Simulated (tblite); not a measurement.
Record of a relaxation.

Compound: C₈H₉PS.
Bonds: C1–C2 (triple), C2–C3, C3–P4, P4–C5, P4–C6, C6–C7 (aromatic), C7–C8 (aromatic), C8–C9 (aromatic), C9–S10 (aromatic), C6–S10 (aromatic). Hydrogens: H11 on C1; H12, H13 on C3; H14, H15, H16 on C5; H17 on C7; H18 on C8; H19 on C9.

Computed with GFN2-xTB (tblite), gas phase: L-BFGS steps from a force-field or distance-geometry start until the largest atomic force falls under 0.01 eV/Å. 7 of its 77 geometries are shown.

Step 0: E = -744.9578 eV, largest atomic force 1.505 eV/Å
```
atom  x, y, z in Å  |  force x, y, z in eV/Å
C1     -4.255   -0.134    0.100   -1.387  -0.076   0.434
C2     -3.119   -0.057   -0.252    1.439   0.032  -0.407
C3     -1.703    0.018   -0.674   -1.313   0.027  -0.309
P4     -0.653    0.339    0.789    0.477   0.432   0.904
C5     -0.622   -1.358    1.528    0.050  -0.281  -0.030
C6      1.020    0.417    0.038   -0.449   1.028   1.003
C7      1.921    1.406    0.382    0.410  -0.326  -0.419
C8      3.156    1.271   -0.323   -0.864  -1.076  -0.434
C9      3.139    0.181   -1.179   -0.059   1.021   0.831
S10     1.641   -0.658   -1.113    0.580  -0.525  -0.715
H11    -5.285   -0.192    0.406    0.928   0.051  -0.278
H12    -1.603    0.845   -1.385    0.031   0.077   0.083
H13    -1.435   -0.899   -1.185    0.140  -0.388  -0.126
H14     0.137   -1.417    2.309   -0.058   0.175  -0.011
H15    -1.593   -1.586    1.971    0.035   0.177  -0.041
H16    -0.400   -2.127    0.790    0.044  -0.018  -0.199
H17     1.721    2.189    1.111    0.009  -0.370  -0.336
H18     3.999    1.923   -0.217    0.062   0.078   0.035
H19     3.924   -0.151   -1.831   -0.074  -0.038   0.016
```

Step 13: E = -745.1124 eV, largest atomic force 0.081 eV/Å
```
atom  x, y, z in Å  |  force x, y, z in eV/Å
C1     -4.228   -0.136    0.096    0.014  -0.016  -0.006
C2     -3.089   -0.081   -0.270   -0.001   0.006   0.007
C3     -1.707    0.020   -0.666    0.045   0.023   0.016
P4     -0.654    0.371    0.846   -0.053   0.015   0.035
C5     -0.610   -1.351    1.515    0.002  -0.010   0.006
C6      0.983    0.429    0.062   -0.063   0.029   0.036
C7      1.906    1.386    0.372   -0.015  -0.011  -0.011
C8      3.118    1.240   -0.330    0.038   0.060   0.022
C9      3.108    0.176   -1.171    0.024   0.001  -0.006
S10     1.619   -0.678   -1.126   -0.002   0.052   0.045
H11    -5.231   -0.192    0.394   -0.030  -0.014   0.005
H12    -1.587    0.862   -1.355    0.017  -0.024  -0.037
H13    -1.375   -0.907   -1.147    0.028   0.044  -0.025
H14     0.137   -1.404    2.305   -0.005  -0.003   0.022
H15    -1.589   -1.568    1.940    0.001  -0.035  -0.007
H16    -0.374   -2.079    0.739    0.014   0.004  -0.011
H17     1.716    2.171    1.085   -0.018  -0.058  -0.038
H18     3.952    1.906   -0.205    0.064  -0.019  -0.046
H19     3.895   -0.157   -1.820   -0.060  -0.045  -0.008
```

Step 25: E = -745.1234 eV, largest atomic force 0.071 eV/Å
```
atom  x, y, z in Å  |  force x, y, z in eV/Å
C1     -4.205   -0.159    0.084   -0.025  -0.004  -0.008
C2     -3.071   -0.082   -0.293    0.004   0.005   0.043
C3     -1.683    0.043   -0.663   -0.054  -0.008   0.007
P4     -0.672    0.390    0.879   -0.040  -0.038   0.012
C5     -0.607   -1.350    1.514    0.003   0.009   0.002
C6      0.966    0.460    0.097   -0.026  -0.015  -0.002
C7      1.906    1.406    0.379   -0.010  -0.011   0.006
C8      3.107    1.234   -0.338    0.012  -0.013  -0.012
C9      3.066    0.160   -1.166   -0.017  -0.011   0.002
S10     1.566   -0.665   -1.090   -0.037  -0.060  -0.007
H11    -5.209   -0.225    0.381    0.018  -0.021  -0.023
H12    -1.566    0.885   -1.354    0.039  -0.018   0.022
H13    -1.324   -0.877   -1.139    0.008   0.048  -0.025
H14     0.119   -1.403    2.323    0.000   0.005  -0.013
H15    -1.587   -1.616    1.909    0.003   0.026  -0.041
H16    -0.328   -2.047    0.722    0.010   0.011   0.033
H17     1.722    2.194    1.087    0.050   0.035   0.011
H18     3.965    1.873   -0.243    0.036   0.058   0.013
H19     3.826   -0.209   -1.825    0.028   0.002  -0.020
```

Step 38: E = -745.1299 eV, largest atomic force 0.076 eV/Å
```
atom  x, y, z in Å  |  force x, y, z in eV/Å
C1     -4.213   -0.200    0.054    0.019  -0.006  -0.008
C2     -3.071   -0.080   -0.288    0.004   0.009   0.024
C3     -1.681    0.077   -0.639    0.009   0.021   0.009
P4     -0.670    0.401    0.909   -0.008   0.010  -0.004
C5     -0.602   -1.344    1.518   -0.025  -0.022   0.029
C6      0.966    0.469    0.123    0.015   0.005  -0.001
C7      1.919    1.410    0.379    0.031  -0.015  -0.008
C8      3.108    1.222   -0.359    0.009  -0.014  -0.013
C9      3.049    0.135   -1.169   -0.032   0.007  -0.021
S10     1.544   -0.681   -1.053   -0.005   0.002  -0.010
H11    -5.220   -0.305    0.329    0.006  -0.009  -0.014
H12    -1.558    0.944   -1.296   -0.030  -0.005  -0.018
H13    -1.310   -0.820   -1.147    0.013   0.030   0.013
H14     0.076   -1.397    2.368    0.028  -0.009  -0.001
H15    -1.598   -1.629    1.851   -0.050  -0.015  -0.001
H16    -0.268   -2.022    0.733    0.013  -0.003   0.017
H17     1.771    2.210    1.084   -0.013  -0.012  -0.031
H18     3.964    1.870   -0.285   -0.001  -0.025  -0.015
H19     3.783   -0.250   -1.850    0.020   0.049   0.054
```

Step 51: E = -745.1340 eV, largest atomic force 0.049 eV/Å
```
atom  x, y, z in Å  |  force x, y, z in eV/Å
C1     -4.212   -0.239    0.031   -0.004  -0.008   0.005
C2     -3.064   -0.078   -0.267    0.006  -0.002  -0.017
C3     -1.678    0.119   -0.609    0.006  -0.003  -0.005
P4     -0.656    0.411    0.936    0.026  -0.009   0.040
C5     -0.613   -1.342    1.531   -0.011   0.008   0.000
C6      0.975    0.465    0.134   -0.006  -0.008  -0.011
C7      1.932    1.407    0.369   -0.010   0.000   0.003
C8      3.111    1.212   -0.381    0.001  -0.001   0.007
C9      3.039    0.121   -1.183   -0.001   0.009  -0.005
S10     1.537   -0.694   -1.044   -0.009  -0.007   0.002
H11    -5.223   -0.379    0.273    0.002  -0.005   0.010
H12    -1.579    1.003   -1.247    0.000   0.014   0.001
H13    -1.286   -0.755   -1.141    0.003  -0.013  -0.019
H14     0.028   -1.400    2.410   -0.002  -0.007  -0.023
H15    -1.622   -1.637    1.813   -0.005   0.013  -0.003
H16    -0.236   -2.012    0.757   -0.010   0.007   0.020
H17     1.788    2.214    1.065   -0.003   0.013   0.003
H18     3.971    1.854   -0.325    0.013   0.013   0.004
H19     3.780   -0.262   -1.857    0.004  -0.015  -0.012
```

Step 63: E = -745.1353 eV, largest atomic force 0.031 eV/Å
```
atom  x, y, z in Å  |  force x, y, z in eV/Å
C1     -4.197   -0.268    0.028    0.003   0.005   0.008
C2     -3.052   -0.084   -0.270    0.010   0.004  -0.004
C3     -1.668    0.137   -0.605    0.011   0.004   0.010
P4     -0.648    0.413    0.947   -0.018   0.021   0.004
C5     -0.628   -1.341    1.538   -0.014   0.003  -0.007
C6      0.980    0.462    0.140   -0.003   0.006  -0.010
C7      1.935    1.408    0.364    0.000   0.005  -0.003
C8      3.111    1.212   -0.391    0.007  -0.007   0.007
C9      3.036    0.117   -1.189    0.004  -0.003   0.002
S10     1.535   -0.698   -1.039    0.023  -0.021   0.000
H11    -5.205   -0.421    0.272    0.004  -0.012   0.001
H12    -1.577    1.037   -1.222   -0.010  -0.004  -0.002
H13    -1.266   -0.721   -1.157   -0.001   0.001   0.003
H14     0.002   -1.416    2.422    0.009   0.013  -0.012
H15    -1.647   -1.614    1.809   -0.017  -0.015   0.005
H16    -0.259   -2.014    0.765   -0.004  -0.009  -0.005
H17     1.790    2.223    1.052    0.008   0.000   0.016
H18     3.973    1.853   -0.337   -0.007   0.004  -0.012
H19     3.773   -0.273   -1.863   -0.006   0.004   0.000
```

Step 76: E = -745.1369 eV, largest atomic force 0.010 eV/Å
```
atom  x, y, z in Å  |  force x, y, z in eV/Å
C1     -4.170   -0.304    0.038    0.003  -0.002  -0.002
C2     -3.034   -0.089   -0.272   -0.006   0.000   0.005
C3     -1.655    0.165   -0.608   -0.006   0.002  -0.002
P4     -0.644    0.423    0.952    0.004  -0.006  -0.002
C5     -0.661   -1.333    1.535    0.002  -0.003   0.001
C6      0.990    0.451    0.155   -0.004   0.004  -0.007
C7      1.942    1.405    0.363   -0.005   0.002  -0.001
C8      3.112    1.210   -0.401   -0.001  -0.002   0.007
C9      3.039    0.107   -1.187    0.002   0.001   0.001
S10     1.547   -0.720   -1.013    0.000   0.002   0.004
H11    -5.172   -0.489    0.287    0.003  -0.002   0.000
H12    -1.582    1.077   -1.208   -0.002   0.001   0.001
H13    -1.240   -0.675   -1.176   -0.003   0.003   0.002
H14    -0.023   -1.422    2.412    0.003  -0.004  -0.003
H15    -1.683   -1.587    1.816    0.003   0.004   0.001
H16    -0.314   -2.014    0.758    0.000   0.006  -0.005
H17     1.800    2.222    1.049    0.002   0.004  -0.002
H18     3.967    1.863   -0.367    0.001  -0.003  -0.001
H19     3.770   -0.279   -1.869    0.005  -0.008   0.003
```

Problem. Summarise the path.

Solution. The energy falls by 4.13 kcal/mol from step 0 to step 76; nine tenths of that is first reached at step 20. It falls at every step. The largest force goes from 1.505 to 0.010 eV/Å. Among the bonds C6–S10 changes most, from 1.693 to 1.745 Å; the atoms move by 0.183 Å rms after alignment.
